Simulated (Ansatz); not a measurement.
Cost against result

The pair of Ag⁺ (SMILES [Ag+], atom 1) and CH2O (SMILES C=O, atoms 2–5), both closed shells, in one local arrangement (a lower one may exist), relaxed at PBE0-D4/def2-TZVP:

| atom | x (Å) | y (Å) | z (Å) |
| --- | --- | --- | --- |
| Ag1 | -0.0116 | -0.0379 | -2.5658 |
| C2 | 0.0190 | 0.0114 | 0.6571 |
| O3 | -0.5258 | -0.0611 | -0.4239 |
| H4 | 1.1072 | 0.1269 | 0.7618 |
| H5 | -0.5889 | -0.0394 | 1.5708 |

Interaction energies are counterpoise-corrected; the time is that of the whole pair.

Ansatz 0.2.0; basis: as named in each row; cores frozen in the correlated methods. Filled d shells of the heavier atoms are correlated. Core potentials replace the inner electrons of the atoms past krypton. B3LYP uses VWN-RPA correlation. Extrapolation: Hartree–Fock as exp(−7.88 √X), correlation as X^−2.97.

Times are rough, for one single point on 2 threads of a shared host (Arm Neoverse V1).

The estimate by CCSD(T) at an estimated basis limit (MP2 extrapolated from triple and quadruple zeta, plus CCSD(T) − MP2 in triple zeta) is -31.30 kcal/mol.

```
   method        basis  time (s)  interaction energy (kcal/mol)  method less estimate
    SPW92     def2-SVP   under 1                         -44.20                -12.91
   PBE-D4     def2-SVP   under 1                         -35.42                 -4.13
  PBE0-D4     def2-SVP   under 1                         -32.96                 -1.66
revPBE-D4  def2-TZVPPD         2                         -31.72                 -0.42
  BLYP-D4  def2-TZVPPD         2                         -34.77                 -3.48
  PBE0-D4  def2-TZVPPD         2                         -32.20                 -0.90
   PBE-D4  def2-TZVPPD         2                         -34.64                 -3.34
 B3LYP-D4  def2-TZVPPD         2                         -33.20                 -1.90
 HSE06-D4  def2-TZVPPD         2                         -32.13                 -0.83
  CCSD(T)     def2-SVP         3                         -26.99                  4.31
r2SCAN-D4  def2-TZVPPD         4                         -35.14                 -3.84
  wB97M-V     def2-SVP         4                         -31.86                 -0.57
   B2PLYP  def2-TZVPPD         5                         -30.76                  0.54
  wB97X-V  def2-TZVPPD         6                         -31.37                 -0.07
  wB97M-V  def2-TZVPPD         8                         -30.99                  0.31
   B97M-V  def2-TZVPPD         8                         -33.31                 -2.02
      MP2  def2-QZVPPD         9                         -31.00                  0.29
  CCSD(T)  def2-TZVPPD        65                         -28.33                  2.97
```

The T1 diagnostic stays at or below 0.017.
